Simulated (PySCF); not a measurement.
## Choosing a basis for TDDFT

Species: FGaH2.
Numbering: `[F:1][GaH2:2]` (hydrogens: H3, H4 on Ga2)

TDDFT with PBE0 (PySCF), vertical singlets, core orbitals frozen in the response, spherical d and f functions. Isolated species at its PBE0-D3(BJ)/def2-SVP geometry, gas phase. Relativistic effects, spin–orbit coupling among them, are left out although an element past zinc is present.

```json
{"basis": "6-31G*", "functions": "50", "diffuse": "no", "S1 (eV)": "5.72", "S2 (eV)": "7.44", "S3 (eV)": "7.53", "S4 (eV)": "7.73", "S5 (eV)": "7.80", "LUMO (eV)": "-1.52", "α (au)": "23.0"}
{"basis": "def2-SVP", "functions": "56", "diffuse": "no", "S1 (eV)": "5.73", "S2 (eV)": "7.50", "S3 (eV)": "7.62", "S4 (eV)": "7.86", "S5 (eV)": "8.00", "LUMO (eV)": "-1.53", "α (au)": "23.6"}
{"basis": "def2-SVPD", "functions": "77", "diffuse": "yes", "S1 (eV)": "5.74", "S2 (eV)": "7.65", "S3 (eV)": "7.74", "S4 (eV)": "7.80", "S5 (eV)": "8.00", "LUMO (eV)": "-1.69", "α (au)": "29.1"}
{"basis": "aug-cc-pVDZ", "functions": "77", "diffuse": "yes", "S1 (eV)": "5.72", "S2 (eV)": "7.56", "S3 (eV)": "7.60", "S4 (eV)": "7.73", "S5 (eV)": "7.90", "LUMO (eV)": "-1.71", "α (au)": "29.0"}
{"basis": "def2-TZVP", "functions": "91", "diffuse": "no", "S1 (eV)": "5.76", "S2 (eV)": "7.58", "S3 (eV)": "7.75", "S4 (eV)": "7.83", "S5 (eV)": "7.94", "LUMO (eV)": "-1.62", "α (au)": "27.0"}
{"basis": "def2-TZVPD", "functions": "112", "diffuse": "yes", "S1 (eV)": "5.75", "S2 (eV)": "7.59", "S3 (eV)": "7.67", "S4 (eV)": "7.77", "S5 (eV)": "7.95", "LUMO (eV)": "-1.66", "α (au)": "29.5"}
{"basis": "aug-cc-pVTZ", "functions": "151", "diffuse": "yes", "S1 (eV)": "5.74", "S2 (eV)": "7.56", "S3 (eV)": "7.57", "S4 (eV)": "7.76", "S5 (eV)": "7.93", "LUMO (eV)": "-1.70", "α (au)": "29.6"}
```

Task: How much do these states and the polarisability depend on the basis?

Result: States are compared by their number. Against the largest diffuse basis here (aug-cc-pVTZ, itself not a converged limit), sets without diffuse functions differ by up to 0.02 eV in S1 and 0.13 eV in S5; the smaller diffuse sets differ by up to 0.02 and 0.07 eV. State by state, the largest deviation of a set without diffuse functions is S1 0.02, S2 0.12, S3 0.18, S4 0.09, S5 0.13 eV. The same number needn't mean the same state in each row. Against aug-cc-pVTZ the polarisability deviates by -22% in 6-31G*, -20% in def2-SVP, -2% in def2-SVPD, -2% in aug-cc-pVDZ, -9% in def2-TZVP, 0% in def2-TZVPD.
